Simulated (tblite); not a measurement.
Compound: C5H12OSSi2.
Atom-mapped SMILES: `[CH3:1][Si:2]([CH3:3])([CH3:4])[O:5][C:6]([SiH3:7])=[C:8]=[S:9]` (hydrogens: H10, H11, H12 on C1; H13, H14, H15 on C3; H16, H17, H18 on C4; H19, H20, H21 on Si7)

Structure optimised with GFN2-xTB, isolated species.

Task: Give the optimised bond lengths and angles.

Result: 
| bond | length (pm) | order |
| --- | --- | --- |
| C1–Si2 | 189.7 | single |
| Si2–C3, Si2–C4 | 190.6 | single |
| Si2–O5 | 165.1 | single |
| O5–C6 | 136.3 | single |
| C6–Si7 | 190.3 | single |
| C6=C8 | 129.2 | double |
| C8=S9 | 156.8 | double |
| C1–H10 and 8 like bonds | 108.6 | single |
| Si7–H19, Si7–H20, Si7–H21 | 146.3 | single |

Bonds in one row agree within 1 pm and their mean is given. Orders are formal, as drawn. A selection of angles:
| angle | degrees |
| --- | --- |
| C1–Si2–C3 | 112.8 |
| C1–Si2–C4 | 112.3 |
| C1–Si2–O5 | 101.1 |
| C3–Si2–C4 | 109.6 |
| C3–Si2–O5 | 110.2 |
| C4–Si2–O5 | 110.5 |
| Si2–O5–C6 | 128.1 |
| O5–C6–Si7 | 108.5 |
| O5–C6–C8 | 130.3 |
| Si7–C6–C8 | 121.2 |
| C6–C8–S9 | 169.7 |

Torsions: C1–Si2–O5–C6 177° (antiperiplanar); Si2–O5–C6–Si7 -179° (antiperiplanar). The mirror-image conformer, all signs reversed, is as good.

Of the pairs four or more bonds apart, C8···H15 is among the closest relative to their van der Waals radii: 3.03 Å, 104 % of the sum of Bondi's values. Si2 (oxygen-bound silicon) is distorted tetrahedral (angles from 101.1° to 112.8°). O5 (silyl ether oxygen) is bent (angle 128.1°). Si7 (SiH3 silicon) is tetrahedral (angles from 106.2° to 112.0°).

Point group: near Cs, missed by 0.17 Å at most; the miss may be what the optimiser left on a soft mode. Its GFN2-xTB frequencies are all real (lowest 20 cm⁻¹). One conformer, not necessarily the lowest. 3 starts were optimised and ended at 0.00, 0.00 and 2.07 kcal/mol (GFN2-xTB); the lowest of these is shown.

Hardware: an AMD EPYC 9R45 with one thread, no GPU, shared host. Cost: 1.8 s. This is the geometry optimisation.

The numbers are calculated, not measured.
